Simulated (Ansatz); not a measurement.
Species: sum formula LaClF₂, net charge 0, singlet state. SMILES: [F][La]([F])[Cl]
Geometry: optimised at B3LYP-D3(BJ)/def2-TZVP (Ansatz, a quantum-chemistry and plane-wave program).

Quantity: atomisation energy (electronic, to ground-state atoms), in kcal/mol. Valence correlation only, unless marked. Open shells are spin-unrestricted. No spin-orbit coupling. The frozen core is the preceding noble-gas configuration, with the filled d and f shells of earlier blocks. In def2 rows, elements after Kr have scalar-relativistic effective core potentials. 

| level | program | atomisation energy (kcal/mol) |
|---|---|---|
| RI-HF/def2-QZVPP | Ansatz | 325.2 |
| SVWN5/def2-TZVPD | Ansatz | 476.9 |
| revPBE-D3(BJ)/def2-TZVPD | Ansatz + dftd3 | 417.3 |
| r2SCAN-D3(BJ)/def2-TZVPD | Ansatz + dftd3 | 421.9 |
| B97M-V/def2-TZVPD | Ansatz | 421.9 |
| B3LYP-D3(BJ)/def2-TZVPD | Ansatz + dftd3 | 417.7 |
| CAM-B3LYP-D3(BJ)/def2-TZVPD | Ansatz + dftd3 | 425.2 |
| B2GP-PLYP-D4/def2-TZVPD | Ansatz + dftd4 | 423.1 |
| CCSD(T)/def2-TZVPP | Ansatz | 418.7 |
